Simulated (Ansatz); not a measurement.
Reaction (atomization): `[OH][Al]([OH])[Cl]` → Al• + Cl• + 2 H• + 2 O•

Gas-phase electronic energies from Ansatz, PBE0-D4/def2-TZVP geometries. CBS: def2 TZ/QZ extrapolation, frozen cores. DFT in def2-TZVPP. HSE06 is defined as in plane-wave codes. Open shells (•) are unrestricted, without spin–orbit coupling. Spin–orbit coupling would lower the free atoms: a little for Al, Cl, O. Each species was taken in one conformer, which may not be the lowest.

```
             level  ΔE (eV)
        r2SCAN0-D4    23.23
          HSE06-D4    23.35
           ωB97M-V    23.81
           r2SCANh    23.58
           r2SCAN0    23.20
CCSD(T)/def2-TZVPP    23.14
SCS-MP2/def2-QZVPP    24.23
      HF/CBS(def2)    16.96
```

(1) What does CCSD(T)/CBS give? (Best estimate.)

(2) What do rigid-rotor, harmonic-oscillator terms from PBE0-D4/def2-TZVP frequencies (298.15 K, 1 bar) make of the CCSD(T)/CBS value? (Estimate.)

Largest T1 diagnostic among the species: 0.018.

Results:

(1) Ansatz gave: +23.99 eV. The listed levels differ from it by -0.76, -0.64, -0.18, -0.41, -0.79, -0.85, 0.24, -7.03 eV.

(2) Computed: ΔZPE = -0.80 eV, ΔH = +23.40 eV, ΔS = 573 J/(mol·K), ΔG = +21.63 eV. Open shells count their whole term as degenerate.

From r2SCAN to r2SCAN0 (25 % exact exchange), in def2-TZVPP and without D4, ΔE moves by −0.64 eV: exact exchange takes away binding that semilocal exchange gives to molecules. Leaving LDA and LC-ωPBE aside and taking each functional with its dispersion term where it has one, the values, not all of them listed here, spread over 1.39 eV, from BHLYP-D4 to PBE-D4. LDA lies +3.28 eV from PBE without D4, its usual overbinding.

CCSD(T)/CBS has its own doubt, a few kJ/mol and more with outer-core shells, so smaller differences from it don't rank the levels.
